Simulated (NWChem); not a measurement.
System: CH4ClFSi; SMILES C(F)[SiH2]Cl

Output (shortened):

```
             Northwest Computational Chemistry Package (NWChem) 7.3.0
             --------------------------------------------------------

                             Geometry "geometry" -> ""
                             -------------------------

 Output coordinates in angstroms (scale by  1.889725989 to convert to a.u.)

  No.       Tag          Charge          X              Y              Z
 ---- ---------------- ---------- -------------- -------------- --------------
    1 F                    9.0000     0.87031400     1.96240400    -0.26692700
    2 C                    6.0000    -0.15409500     1.48884700     0.51986500
    3 Si                  14.0000    -0.83095800    -0.14147800    -0.16324100
    4 Cl                  17.0000     0.60139900    -1.62308600     0.00205100
    5 H                    1.0000     0.20730000     1.35687400     1.55559600
    6 H                    1.0000    -0.96843500     2.23770300     0.55161800
    7 H                    1.0000    -1.18700700     0.01345800    -1.59883700
    8 H                    1.0000    -2.02341000    -0.53385400     0.64123300

 Effective nuclear repulsion energy (a.u.)     212.3976287078

  pbe96 is a nonlocal functional; adding pw91lda local functional.

                                 NWChem DFT Module
                                 -----------------

 Summary of "ao basis" -> "ao basis" (spherical)
 ------------------------------------------------------------------------------
       Tag                 Description            Shells   Functions and Types
 ---------------- ------------------------------  ------  ---------------------
 F                          def2-svp                 6       14   3s2p1d
 C                          def2-svp                 6       14   3s2p1d
 Si                         def2-svp                 8       18   4s3p1d
 Cl                         def2-svp                 8       18   4s3p1d
 H                          def2-svp                 3        5   2s1p

 in cosmo_initialize ...
 calling solv_data for solv:h2o

 solvent parameters
 solvname_short: h2o
 solvname_long:  water
 dielec:       78.4000
 dielecinf:     1.7769
 aqueous SMD model solvent descriptors
 dielec:       78.4000
 sola:          0.8200

          ---------------
          -cosmo- solvent
          ---------------
 Cosmo: York-Karplus, doi: 10.1021/jp992097l
 dielectric constant -eps-     =  78.40
 screen = (eps-1)/(eps    )    =   0.98724
 surface charge correction     = lagrangian

   van der Waals surface
 --------------------------

 ---------- ATOMIC COORDINATES (A.U.) ------------ VDWR(ANG.) --
     1    1.64465498    3.70840584   -0.50441889     1.730
     2   -0.29119733    2.81351287    0.98240240     1.850
     3   -1.57028293   -0.26735465   -0.30848076     2.470
     4    1.13647932   -3.06718780    0.00387583     2.380
     5    0.39174020    2.56412006    2.93965019     1.200
     6   -1.83007679    4.22864551    1.04240687     1.200
     7   -2.24311798    0.02543193   -3.02136383     1.200
     8   -3.82369046   -1.00883778    1.21175466     1.200
 number of segments per atom =        128
 number of   points per atom =        128
 atom (   nspa,  nppa )
 ----------------------
    1 (     76,     0 )       0
    2 (     31,     0 )       0
    3 (     70,     0 )       0
    4 (     92,     0 )       0
    5 (     51,     0 )       0
    6 (     53,     0 )       0
    7 (     31,     0 )       0
    8 (     32,     0 )       0
 number of -cosmo- surface points =      436
 molecular surface =    131.239 angstrom**2
 molecular volume  =    121.411 angstrom**3
 -lineq- algorithm             =   0
 -bem- low  level              =   3
 -bem- from -octahedral-
 gaussian surface charge width =   4.50000
 degree of switching           =   1.00000
 switching function tolerance  =   0.00010
 atomic radii =
 --------------
    1  9.000  1.730
    2  6.000  1.850
    3 14.000  2.470
    4 17.000  2.380
    5  1.000  1.200
    6  1.000  1.200
    7  1.000  1.200
    8  1.000  1.200
 ...... end of -cosmo- initialization ......

 nat:                     8
 ixmem:                  3618
 calling mnsol_interface()
 G(SMD-CDS) energy (kcal/mol)  =     3.255
 SMD-CDS SASA (angstrom**2)    =   139.848

[...]

                                COSMO-SMD solvation results
                                ---------------------------

             internal energy in gas <Psi(g)|H|Psi(g)> =      -889.238170655751
         internal energy in solvent <Psi(s)|H|Psi(s)> =      -889.237164373546
                               delta internal energy  =         0.001006282205 (    0.63 kcal/mol)
   total free energy in solvent <Psi(s)|H+V/2|Psi(s)> =      -889.243274654299
 polarization energy contribution <Psi(s)|V/2|Psi(s)> =        -0.006110280753 (   -3.83 kcal/mol)
    total free energy in solvent including G(SMD-CDS) =      -889.238086732915
                       G(SMD-CDS) energy contribution =         0.005187921383 (    3.26 kcal/mol)
     1 M fixed-concentration free energy of solvation =         0.000083922836 (    0.05 kcal/mol)

                       DFT Final Molecular Orbital Analysis
                       ------------------------------------

 Vector   23  Occ=2.000000D+00  E=-2.861763D-01
              MO Center=  3.5D-01,  1.6D+00,  1.9D-01, r^2= 2.1D+00
   Bfn.  Coefficient  Atom+Function         Bfn.  Coefficient  Atom+Function
  ----- ------------  ---------------      ----- ------------  ---------------
     4      0.345187  1 F  px                 6      0.323093  1 F  pz
    65      0.265250  5 H  s                  7     -0.245928  1 F  px
    70     -0.235465  6 H  s                  9     -0.228120  1 F  pz
     5     -0.216495  1 F  py                18      0.184498  2 C  px
    20      0.173360  2 C  pz                 8      0.152696  1 F  py

 Vector   24  Occ=2.000000D+00  E=-2.733134D-01
              MO Center= -5.9D-02, -1.2D+00, -1.3D-01, r^2= 2.9D+00
   Bfn.  Coefficient  Atom+Function         Bfn.  Coefficient  Atom+Function
  ----- ------------  ---------------      ----- ------------  ---------------
    59      0.505500  4 Cl pz                56      0.370477  4 Cl pz
    53      0.216070  4 Cl pz                75      0.208382  7 H  s
    80     -0.208025  8 H  s                 57     -0.189056  4 Cl px
    81     -0.171798  8 H  s                 76      0.170938  7 H  s
    54     -0.138247  4 Cl px                38     -0.135852  3 Si pz

 Vector   25  Occ=2.000000D+00  E=-2.501572D-01
              MO Center=  2.6D-02,  6.8D-01,  9.7D-02, r^2= 3.6D+00
   Bfn.  Coefficient  Atom+Function         Bfn.  Coefficient  Atom+Function
  ----- ------------  ---------------      ----- ------------  ---------------
     5      0.314590  1 F  py                19      0.289877  2 C  py
     8     -0.234659  1 F  py                58      0.224831  4 Cl py
     6      0.204685  1 F  pz                37     -0.183076  3 Si py
    17     -0.181058  2 C  s                 20      0.168704  2 C  pz
    55      0.168563  4 Cl py                57      0.162036  4 Cl px

 Vector   26  Occ=0.000000D+00  E=-1.044689D-02
              MO Center= -6.7D-01, -1.8D-01, -1.9D-01, r^2= 3.5D+00
   Bfn.  Coefficient  Atom+Function         Bfn.  Coefficient  Atom+Function
  ----- ------------  ---------------      ----- ------------  ---------------
    40     -0.756174  3 Si py                39      0.688543  3 Si px
    50     -0.520567  4 Cl s                 57      0.401166  4 Cl px
    58     -0.400767  4 Cl py                31      0.374049  3 Si s
    17      0.335822  2 C  s                 36      0.232497  3 Si px
    37     -0.223132  3 Si py                49     -0.217098  4 Cl s

 Vector   27  Occ=0.000000D+00  E= 1.794447D-02
              MO Center= -6.3D-01,  2.4D-01, -6.0D-02, r^2= 4.3D+00
   Bfn.  Coefficient  Atom+Function         Bfn.  Coefficient  Atom+Function
  ----- ------------  ---------------      ----- ------------  ---------------
    17      0.968693  2 C  s                 40     -0.896315  3 Si py
    81     -0.852221  8 H  s                 39     -0.710501  3 Si px
    66     -0.388198  5 H  s                 21     -0.362547  2 C  px
    22     -0.346011  2 C  py                71     -0.336353  6 H  s
    41      0.251352  3 Si pz                 3      0.237505  1 F  s

 Vector   28  Occ=0.000000D+00  E= 2.861697D-02
              MO Center= -7.8D-01, -3.0D-03,  7.9D-02, r^2= 3.8D+00
   Bfn.  Coefficient  Atom+Function         Bfn.  Coefficient  Atom+Function
  ----- ------------  ---------------      ----- ------------  ---------------
    41      1.141912  3 Si pz                76      1.059434  7 H  s
    17     -1.009207  2 C  s                 39      0.675618  3 Si px
     3      0.262307  1 F  s                 40      0.257381  3 Si py
    71      0.224347  6 H  s                 38      0.222941  3 Si pz
    50     -0.215359  4 Cl s                 58     -0.211398  4 Cl py

     Multipole analysis of the density
     ---------------------------------

     L   x y z        total         alpha         beta         nuclear
     -   - - -        -----         -----         ----         -------
     0   0 0 0     -0.000000    -25.000000    -25.000000     50.000000

     1   1 0 0     -0.869592     -1.877673     -1.877673      2.885753
     1   0 1 0      0.413245      0.116156      0.116156      0.180932
     1   0 0 1      0.459648      0.592699      0.592699     -0.725749

     2   2 0 0    -28.157026    -66.321314    -66.321314    104.485602
     2   1 1 0     -1.815861      2.261640      2.261640     -6.339141
     2   1 0 1      0.316526      0.627507      0.627507     -0.938487
     2   0 2 0    -29.795843   -193.733293   -193.733293    357.670744
     2   0 1 1      1.522618     -4.912452     -4.912452     11.347522
     2   0 0 2    -27.427196    -28.582737    -28.582737     29.738277
```

Level: PBE/def2-SVP, SMD on the gas-phase geometry. The geometry was optimised at PBE0/def2-SVP. Solvent: water.

**Question.** Which NWChem input produces such a log?

**Answer.** One answer among several that fit: the input that was run:
```
start job
memory heap 200 mb stack 900 mb global 1100 mb
geometry units angstroms noautosym nocenter noautoz
  F      0.870314     1.962404    -0.266927
  C     -0.154095     1.488847     0.519865
  Si    -0.830958    -0.141478    -0.163241
  Cl     0.601399    -1.623086     0.002051
  H      0.207300     1.356874     1.555596
  H     -0.968435     2.237703     0.551618
  H     -1.187007     0.013458    -1.598837
  H     -2.023410    -0.533854     0.641233
end
basis spherical
  * library def2-svp
end
dft
  xc xpbe96 cpbe96
  iterations 150
end
cosmo
  do_cosmo_smd true
  solvent water
end
task dft energy
```
